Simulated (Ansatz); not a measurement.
Bonds to the group Y in Y-Sb(OH)2. All species are isolated molecules in the gas phase. Each species was relaxed from one start; no search for lower structures was made at this level. In the def2 sets, heavy atoms carry core potentials. Strings in code marks are SMILES.

These are PBE-D3(BJ)/def2-TZVP // B3LYP-D3(BJ)/def2-SVP run with Ansatz (a quantum-chemistry and plane-wave program) values and carry that method's errors. 

```
species                                                                                      LUMO (eV)  vertical ionisation energy (Delta-SCF) (eV)  HOMO–LUMO gap (eV)
------------------------------------------------------------------------------------------  ----------  -------------------------------------------  ------------------
group removed as a radical (`[OH][Sb][OH]` (H–O–Sb–O torsion -84°, O–Sb–O–H torsion -16°))           –                                            –                   –
Y = vinyl (`[Sb]([OH])([CH]=C)[OH]`)                                                             -1.96                                         9.13                4.34
Y = allyl (`C=C[CH2][Sb]([OH])[OH]`)                                                             -1.80                                         8.30          (withheld)
Y = 2,2,2-trifluoroethyl (`[OH][Sb]([OH])[CH2]C(F)(F)F`)                                    (withheld)                                         9.47                4.69
```

**Question.** What belongs in the gaps?

**Answer.** 
- Y = allyl (`C=C[CH2][Sb]([OH])[OH]`), HOMO–LUMO gap (eV): 3.90
- Y = 2,2,2-trifluoroethyl (`[OH][Sb]([OH])[CH2]C(F)(F)F`), LUMO (eV): -1.89
